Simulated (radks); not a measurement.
Trend from Li to Ne: ionisation energy by Delta-SCF between NIST ground configurations, and size. Method: scalar-relativistic Kohn-Sham, LDA (Slater exchange, Perdew-Wang correlation), spin-polarised, spherical densities, point nucleus; open shells are filled with parallel spins first; computed with a radial shooting solver on a logarithmic mesh with Libxc functionals.

species	configuration	IE (eV)	NIST (eV)	kind	outermost	<r> outermost (bohr)	r at 0.001 e/bohr^3 (bohr)
Li	[He] 2s1	5.473	5.392	exp.	2s	3.82	4.16
Be	[He] 2s2	9.030	9.323	exp.	2s	2.62	4.15
B	[He] 2s2 2p1	8.573	8.298	exp.	2p	2.23	3.91
C	[He] 2s2 2p2	11.759	11.260	exp.	2p	1.74	3.65
N	[He] 2s2 2p3	14.988	14.534	exp.	2p	1.43	3.42
O	[He] 2s2 2p4	13.890	13.618	exp.	2p	1.34	3.28
F	[He] 2s2 2p5	18.048	17.423	exp.	2p	1.13	3.12
Ne	[Ne]	22.167	21.565	exp.	2p	0.981	2.98

Reference values: NIST Atomic Spectra Database (exp. = measured, semi-emp. = semi-empirical, theory = theoretical value adopted there). Open shells are spherical and high-spin; term and fine-structure splittings are not resolved.
